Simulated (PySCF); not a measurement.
`C[C@@]1(O)C[C@@H]1C#N`, C₅H₇NO

Geometry (Å), atoms numbered from 1 in this order:
```xyz
14

C    -1.6460    0.6492   -0.1176
C    -0.3522   -0.0025    0.3048
O    -0.2240    0.0340    1.6842
C     0.1902   -1.1550   -0.4774
C     0.8753    0.2014   -0.5808
C     2.1400    0.3464    0.0378
N     3.1405    0.4441    0.5886
H    -1.7665    0.6098   -1.1959
H    -1.6594    1.6863    0.2103
H    -2.4766    0.1314    0.3566
H     0.6488   -0.2794    1.9503
H     0.7238   -1.9319    0.0522
H    -0.3514   -1.5058   -1.3419
H     0.7570    0.7716   -1.4935
```

Level of theory: PySCF 2.14.0, TDDFT CAM-B3LYP/def2-SVPD circular dichroism and optical rotation, one conformer, gas phase. Geometry: GFN2-xTB.

The molecule is flexible and this is one conformer; a measurement averages over conformers. States above about 9.2 eV lie in this functional's continuum (it starts at minus the energy of the highest occupied orbital, well below the true ionisation energy for most functionals) and depend on the basis.

Draw the ECD and absorption spectra from the lowest 16 states, each a Gaussian of half-width 0.3 eV at 1/e height.


| E (eV) | λ (nm) | Δε (L mol⁻¹ cm⁻¹) | ε (L mol⁻¹ cm⁻¹) |
| --- | --- | --- | --- |
| 6.33 | 196 | +0.08 | 25.6 |
| 6.43 | 193 | +0.22 | 70.1 |
| 6.53 | 190 | +0.46 | 156 |
| 6.63 | 187 | +0.76 | 286 |
| 6.73 | 184 | +0.94 | 455 |
| 6.83 | 182 | +0.80 | 687 |
| 6.93 | 179 | +0.41 | 1080 |
| 7.03 | 176 | +0.28 | 1750 |
| 7.13 | 174 | +1.07 | 2670 |
| 7.23 | 172 | +2.80 | 3540 |
| 7.33 | 169 | +4.53 | 3890 |
| 7.43 | 167 | +5.10 | 3530 |
| 7.53 | 165 | +4.24 | 2730 |
| 7.63 | 163 | +2.58 | 2060 |
| 7.73 | 160 | +0.67 | 1970 |
| 7.83 | 158 | -1.79 | 2510 |
| 7.93 | 156 | -5.67 | 3330 |
| 8.03 | 154 | -11.77 | 3990 |
| 8.13 | 153 | -19.99 | 4270 |
| 8.23 | 151 | -28.46 | 4390 |
| 8.33 | 149 | -33.38 | 4690 |
| 8.43 | 147 | -30.90 | 5250 |
| 8.53 | 145 | -19.95 | 5870 |
| 8.63 | 144 | -2.75 | 6350 |
| 8.73 | 142 | +17.38 | 6780 |
| 8.83 | 140 | +37.52 | 7410 |
| 8.93 | 139 | +54.02 | 8280 |
| 9.03 | 137 | +61.25 | 9010 |
| 9.13 | 136 | +54.34 | 9030 |

Δε uses R in velocity form, ε uses f in length form. Only the states computed contribute, so the short-wavelength end is incomplete.
